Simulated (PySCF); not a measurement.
## Selenium: a sound run and one with changed settings

Sound run: Se [Ar] 3d10 4s2 4p4, Se+ [Ar] 3d10 4s2 4p3. Calculation: PySCF 2.14, in aug-cc-pVDZ-PP with ECP10MDF; scalar relativity through the core potential. In the sound run the correlated levels freeze 3s2 3p6 3d10 outside the core potential. The sound run starts from symmetry-adapted Hartree-Fock orbitals and uses a fine grid where one is needed.

Changed run: a valence shell is frozen. This setting is unsound on purpose.

```
species   method  sound run (hartree)  changed run (hartree)  converged
     Se      MP2           -371.92173             -371.88236        yes
     Se  CCSD(T)           -371.93963             -371.89139        yes
    Se+      MP2           -371.59085             -371.54682        yes
    Se+  CCSD(T)           -371.60648             -371.55153        yes
```

Ionisation energy of Se:

| method | sound run (eV) | changed run (eV) |
| --- | --- | --- |
| UHF | 8.511 | 8.511 |
| MP2 | 9.004 | 9.131 |
| SCS-MP2 | 9.021 | 9.248 |
| CCSD | 9.047 | 9.240 |
| CCSD(T) | 9.066 | 9.248 |

Freezing a valence shell removes pair correlation that changes on ionisation.

For comparison, NIST gives 9.752 eV between the lowest levels.
